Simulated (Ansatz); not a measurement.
AlBFH₃O₂ (`B[O][Al]([OH])[F]`), relaxed with RKS PBE0-D4/def2-TZVP in Ansatz from a PBE-D4/def2-SVP geometry. The force threshold is 0.005 eV/Å; the program also tests the step.

The species carries charge 0 and has multiplicity 1.

Start:

```xyz
8

B     0.216   -1.381    1.392
O     0.184   -0.372    0.502
Al    0.110    0.903   -0.615
O    -1.017    0.810   -1.883
F     1.149    2.192   -0.421
H    -0.501   -1.328    2.383
H     0.961   -2.331    1.194
H    -1.102    1.507   -2.552
```

Task: How much energy does the relaxation release, and in how many steps? (An estimate is asked.)

Result: The calculation gave: 5.11 kJ/mol, in 5 steps, 1 of them rejected.

Task: Which bonds change most? (Estimate.)

Result: Ansatz gave: O2–Al3 from 1.696 to 1.664 Å; Al3–F5 from 1.668 to 1.640 Å; Al3–O4 from 1.699 to 1.677 Å; B1–H7 from 1.224 to 1.203 Å.

Task: Give the relaxed structure. (Best estimate.)

Result: The calculation gave: 
```xyz
8

B     0.214   -1.366    1.378
O     0.181   -0.365    0.494
Al    0.108    0.885   -0.602
O    -0.997    0.810   -1.862
F     1.124    2.160   -0.422
H    -0.487   -1.315    2.355
H     0.945   -2.301    1.183
H    -1.088    1.493   -2.524
```
